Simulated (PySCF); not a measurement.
Electrostatic solvation of a mixed set.

All values: PBE0/def2-SVPD (PySCF, non-relativistic), each on one gas-phase PBE0-D3(BJ)/def2-SVP geometry that isn't relaxed in the solvent. The solvent is an IEF-PCM continuum (Bondi radii, 1.10 Å for H, scaled by 1.2). The model holds no explicit solvent molecules, cavitation or dispersion. Spin–orbit coupling is left out although an atom past zinc is present.

Problem. Order them by E(solvent) − E(gas) in chloroform (ε = 4.711), most negative first (kcal/mol).
A. `[CH2:1]=[CH:2][C:3](=[CH2:4])[CH2:5][AsH:6][CH3:7]` with C1–C2–C3–C4 180°, C2–C3–C5–As6 74°, C3–C5–As6–C7 66°
B. `[CH:1]#[C:2][CH2:3][AsH:4][CH2:5][CH2:6][CH3:7]` with C2–C3–As4–C5 40°, C3–As4–C5–C6 71°, As4–C5–C6–C7 177°
C. `[CH:1]#[C:2][CH2:3][CH2:4][As:5]([CH3:6])[CH3:7]` with C2–C3–C4–As5 178°, C3–C4–As5–C6 174°
D. `[CH3:1][C:2]#[C:3][CH2:4][As:5]([CH3:6])[CH3:7]` with C3–C4–As5–C6 -68°
E. `[CH:1]#[C:2][CH2:3][As:4]([CH3:5])[CH2:6][CH3:7]` with C2–C3–As4–C5 166°, C3–As4–C6–C7 175°

Solution. C (-3.4), E (-3.2), D (-3.0), B (-2.7), A (-2.2).

| SMILES | charge | ΔE (kcal/mol) | polarisation term (kcal/mol) | HOMO shift (eV) | dipole gas (D) | dipole solvent (D) | atoms | lowest singlet, gas (eV) | lowest singlet, solvent (eV) |
| --- | --- | --- | --- | --- | --- | --- | --- | --- | --- |
| C#CCC[As](C)C | 0 | -3.4 | -3.8 | +0.06 | 1.16 | 1.48 | 18 | 6.20 | 6.16 |
| C#CC[As](C)CC | 0 | -3.2 | -3.6 | +0.01 | 1.43 | 1.97 | 18 | 5.97 | 5.94 |
| CC#CC[As](C)C | 0 | -3.0 | -3.4 | -0.04 | 0.93 | 1.30 | 18 | 6.04 | 6.05 |
| C#CC[AsH]CCC | 0 | -2.7 | -3.0 | 0.00 | 0.61 | 0.68 | 18 | 5.93 | 5.92 |
| C=CC(=C)C[AsH]C | 0 | -2.2 | -2.5 | +0.03 | 0.84 | 1.17 | 18 | 4.79 | 4.78 |

The polarisation term is half the interaction of the solute with the induced surface charges. Singlets are vertical TDDFT energies (frozen core, non-equilibrium response), the lowest in each medium.
